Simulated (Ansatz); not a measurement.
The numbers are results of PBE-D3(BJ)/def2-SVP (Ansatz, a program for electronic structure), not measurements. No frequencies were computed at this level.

Ansatz 0.2 input:
```yaml
crystal:
  periodic: [false, false, false]
  atoms:
    - { symbol: O, position_ang: [-3.135448, 2.240773, -0.056284] }
    - { symbol: C, position_ang: [-2.397213, 1.456477, 0.470662] }
    - { symbol: C, position_ang: [-1.371807, 0.611736, -0.225929] }
    - { symbol: C, position_ang: [-1.623644, -0.871057, 0.068583] }
    - { symbol: C, position_ang: [-0.548423, -1.729402, -0.589556] }
    - { symbol: C, position_ang: [0.838525, -1.321233, -0.100136] }
    - { symbol: C, position_ang: [1.107344, 0.155192, -0.388012] }
    - { symbol: Si, position_ang: [2.852401, 0.683583, 0.180363] }
    - { symbol: C, position_ang: [0.026865, 1.01045, 0.269949] }
    - { symbol: H, position_ang: [-2.418967, 1.303329, 1.569852] }
    - { symbol: H, position_ang: [-1.440634, 0.790412, -1.303803] }
    - { symbol: H, position_ang: [-1.607803, -1.031829, 1.14957] }
    - { symbol: H, position_ang: [-2.610536, -1.157502, -0.301166] }
    - { symbol: H, position_ang: [-0.601148, -1.608216, -1.674082] }
    - { symbol: H, position_ang: [-0.730056, -2.781904, -0.361639] }
    - { symbol: H, position_ang: [0.907128, -1.501283, 0.975701] }
    - { symbol: H, position_ang: [1.595105, -1.939631, -0.587643] }
    - { symbol: H, position_ang: [1.033589, 0.301267, -1.472197] }
    - { symbol: H, position_ang: [3.053881, 2.093589, -0.152486] }
    - { symbol: H, position_ang: [2.962038, 0.493563, 1.628135] }
    - { symbol: H, position_ang: [3.841582, -0.148661, -0.504748] }
    - { symbol: H, position_ang: [0.198394, 2.066537, 0.049845] }
    - { symbol: H, position_ang: [0.068824, 0.883809, 1.35502] }
basis:
  gaussian: { orbitals: def2-svp }
hamiltonian:
  xc: pbe
  dispersion: d3bj
relax:
  max_steps: 150
```

Output:

```
Functional definition: PBE
2257 factors; their error is unknown
mean field evaluation 1: about -17368.3756 eV, gradient 8.3e1 eV
mean field evaluation 2: about -17329.2581 eV, gradient 1.5e2 eV
mean field evaluation 4: about -17385.6601 eV, gradient 1.2e1 eV
mean field evaluation 8: about -17385.9625 eV, gradient 3.3e-1 eV
mean field evaluation 16: about -17385.8302 eV, gradient 4.2e-3 eV
mean field -17385.83023518 eV, -638.9174766040 hartree, gradient 6.1e-5 eV, S^2 0.000000; 0 other end points of the search recorded, 0 dependent functions left out
reference -17385.83027736 eV, -638.9174781541 hartree; 39, 39 occupied and 161, 161 virtual orbitals, 2257 factors
relax step   1: F+E_penalty+E_count = -17386.50100335 eV  Δ(F+E_penalty+E_count) = +0.000e0 eV  max|allowed force component| = 9.609e-1 eV/Å  Δτ_max = 0.0000 Å  (32 SCF iters, accepted)
these checks for a lower state are left out or cut short: starts, cluster_reference, orbital_swaps, neighbouring_geometries, increment
2257 factors; their error is unknown
mean field -17386.00327835 eV, -638.9238358231 hartree, gradient 1.5e-5 eV, S^2 0.000000; 0 other end points of the search recorded, 0 dependent functions left out
reference -17386.00332102 eV, -638.9238373911 hartree; 39, 39 occupied and 161, 161 virtual orbitals, 2257 factors
relax step   2: F+E_penalty+E_count = -17386.66435313 eV  Δ(F+E_penalty+E_count) = -1.633e-1 eV  max|allowed force component| = 2.825e-1 eV/Å  Δτ_max = 0.0601 Å  (32 SCF iters, accepted)
these checks for a lower state are left out or cut short: starts, cluster_reference, orbital_swaps, neighbouring_geometries, increment
2257 factors; their error is unknown
mean field evaluation 32: about -17386.0189 eV, gradient 4.5e-1 eV
mean field -17386.01933585 eV, -638.9244259255 hartree, gradient 1.6e-5 eV, S^2 0.000000; 0 other end points of the search recorded, 0 dependent functions left out
reference -17386.01937866 eV, -638.9244274985 hartree; 39, 39 occupied and 161, 161 virtual orbitals, 2257 factors
relax step   3: F+E_penalty+E_count = -17386.67844877 eV  Δ(F+E_penalty+E_count) = -1.410e-2 eV  max|allowed force component| = 1.231e-1 eV/Å  Δτ_max = 0.0252 Å  (33 SCF iters, accepted)
these checks for a lower state are left out or cut short: starts, cluster_reference, orbital_swaps, neighbouring_geometries, increment
2257 factors; their error is unknown
mean field -17386.01922143 eV, -638.9244217203 hartree, gradient 1.6e-5 eV, S^2 0.000000; 0 other end points of the search recorded, 0 dependent functions left out
reference -17386.01926424 eV, -638.9244232936 hartree; 39, 39 occupied and 161, 161 virtual orbitals, 2257 factors
relax step   4: F+E_penalty+E_count = -17386.67798750 eV  Δ(F+E_penalty+E_count) = +4.613e-4 eV  max|allowed force component| = 1.706e-1 eV/Å  Δτ_max = 0.0173 Å  (32 SCF iters, rejected (line search))
these checks for a lower state are left out or cut short: starts, cluster_reference, orbital_swaps, neighbouring_geometries, increment
2257 factors; their error is unknown
mean field -17386.02011655 eV, -638.9244546156 hartree, gradient 1.6e-5 eV, S^2 0.000000; 0 other end points of the search recorded, 0 dependent functions left out
reference -17386.02015936 eV, -638.9244561886 hartree; 39, 39 occupied and 161, 161 virtual orbitals, 2257 factors
relax step   5: F+E_penalty+E_count = -17386.67906658 eV  Δ(F+E_penalty+E_count) = -6.178e-4 eV  max|allowed force component| = 1.913e-2 eV/Å  Δτ_max = 0.0087 Å  (33 SCF iters, accepted)
these checks for a lower state are left out or cut short: starts, cluster_reference, orbital_swaps, neighbouring_geometries, increment
2257 factors; their error is unknown
mean field -17386.02017629 eV, -638.9244568111 hartree, gradient 1.6e-5 eV, S^2 0.000000; 0 other end points of the search recorded, 0 dependent functions left out
reference -17386.02021909 eV, -638.9244583837 hartree; 39, 39 occupied and 161, 161 virtual orbitals, 2257 factors
relax step   6: F+E_penalty+E_count = -17386.67916400 eV  Δ(F+E_penalty+E_count) = -9.742e-5 eV  max|allowed force component| = 1.416e-2 eV/Å  Δτ_max = 0.0048 Å  (33 SCF iters, accepted)
these checks for a lower state are left out or cut short: starts, cluster_reference, orbital_swaps, neighbouring_geometries, increment
2257 factors; their error is unknown
mean field evaluation 64: about -17386.0202 eV, gradient 1.6e-5 eV
mean field -17386.02024238 eV, -638.9244592395 hartree, gradient 1.6e-5 eV, S^2 0.000000; 0 other end points of the search recorded, 0 dependent functions left out
reference -17386.02028517 eV, -638.9244608123 hartree; 39, 39 occupied and 161, 161 virtual orbitals, 2257 factors
relax step   7: F+E_penalty+E_count = -17386.67919462 eV  Δ(F+E_penalty+E_count) = -3.062e-5 eV  max|allowed force component| = 3.071e-3 eV/Å  Δτ_max = 0.0048 Å  (33 SCF iters, accepted)
2257 factors; their error is unknown
mean field -17386.02024238 eV, -638.9244592395 hartree, gradient 2.6e-5 eV, S^2 0.000000; 1 other end points of the search recorded, 0 dependent functions left out
reference -17386.02028517 eV, -638.9244608122 hartree; 39, 39 occupied and 161, 161 virtual orbitals, 2257 factors
Total energy: -17386.67923741 eV, -638.9486768604 hartree
Atom 0 at    -3.188436     2.249882    -0.041251 Å, force    -0.000009    -0.001450    -0.000464 eV/Å
Atom 1 at    -2.428793     1.467572     0.491769 Å, force     0.002257    -0.000748     0.001602 eV/Å
Atom 2 at    -1.392383     0.621521    -0.218189 Å, force     0.001064     0.002551    -0.001126 eV/Å
Atom 3 at    -1.639508    -0.876576     0.053791 Å, force    -0.000539    -0.002050     0.001082 eV/Å
Atom 4 at    -0.554339    -1.752688    -0.582194 Å, force     0.000170    -0.000458    -0.001989 eV/Å
Atom 5 at     0.849874    -1.341569    -0.120148 Å, force    -0.000937    -0.001514    -0.000057 eV/Å
Atom 6 at     1.120200     0.152607    -0.386952 Å, force     0.001952     0.000083    -0.001873 eV/Å
Atom 7 at     2.860114     0.678108     0.185214 Å, force    -0.001307     0.000302    -0.000908 eV/Å
Atom 8 at     0.024880     1.034113     0.243970 Å, force    -0.003071     0.000986     0.000031 eV/Å
Atom 9 at    -2.442373     1.315546     1.619762 Å, force     0.000172     0.000281    -0.000015 eV/Å
Atom 10 at    -1.498343     0.828579    -1.304848 Å, force    -0.000198     0.000381    -0.000295 eV/Å
Atom 11 at    -1.651376    -1.045095     1.155082 Å, force    -0.000839     0.000932    -0.000936 eV/Å
Atom 12 at    -2.643577    -1.166452    -0.320228 Å, force     0.000461    -0.000499     0.000503 eV/Å
Atom 13 at    -0.614975    -1.663491    -1.689553 Å, force     0.000022     0.000826    -0.000235 eV/Å
Atom 14 at    -0.741570    -2.820503    -0.342897 Å, force     0.000124     0.000895     0.001758 eV/Å
Atom 15 at     0.946985    -1.542113     0.971609 Å, force     0.000089     0.001409    -0.000642 eV/Å
Atom 16 at     1.616859    -1.969730    -0.620168 Å, force    -0.000506    -0.000191     0.000021 eV/Å
Atom 17 at     1.099954     0.316713    -1.490295 Å, force     0.000762    -0.000667     0.002094 eV/Å
Atom 18 at     3.107094     2.127495    -0.140756 Å, force     0.000060     0.000309     0.000309 eV/Å
Atom 19 at     2.988028     0.492588     1.675584 Å, force    -0.000126     0.000019     0.000522 eV/Å
Atom 20 at     3.908749    -0.161809    -0.495329 Å, force    -0.000104    -0.000544     0.000359 eV/Å
Atom 21 at     0.196022     2.104097     0.001470 Å, force    -0.000477     0.000657    -0.000609 eV/Å
Atom 22 at     0.076910     0.951207     1.354557 Å, force     0.000978    -0.001510     0.000867 eV/Å
Dipole moment:     0.263436    -0.443586     0.037973 e Å
```

Cost: roughly 80 core-seconds.
